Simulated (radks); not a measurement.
Question: All-electron atom: Sr17+ in [Ar] 3d3 (the NIST ground configuration). All-electron calculation, Dirac Kohn-Sham, relativistic LDA (MacDonald-Vosko exchange, VWN5 correlation), spin-unpolarised, spherical densities, finite nucleus; open shells fill j = l - 1/2 first; Fermi nuclear charge, rms radius 4.224 fm. Program: a radial shooting solver on a logarithmic mesh with Libxc functionals. Some entries of the table are withheld. Estimate them.

orbital  occ.  eigenvalue (eV)  <r^2> (bohr^2)
1s1/2       2        -16430.42        0.002081
2s1/2       2        -2729.039         0.03487
2p1/2       2        -2541.518             (1)
2p3/2       4        -2473.269             (2)
3s1/2       2        -829.8321          0.2362
3p1/2       2        -762.5149          0.2282
3p3/2       4        -749.3292          0.2358
3d3/2       3              (3)          0.1995
3d5/2       0              (4)          0.2016

Answer: 
(1) 2p1/2 <r^2> (bohr^2): 0.02652
(2) 2p3/2 <r^2> (bohr^2): 0.02789
(3) 3d3/2 eigenvalue (eV): -637.4545
(4) 3d5/2 eigenvalue (eV): -634.7946
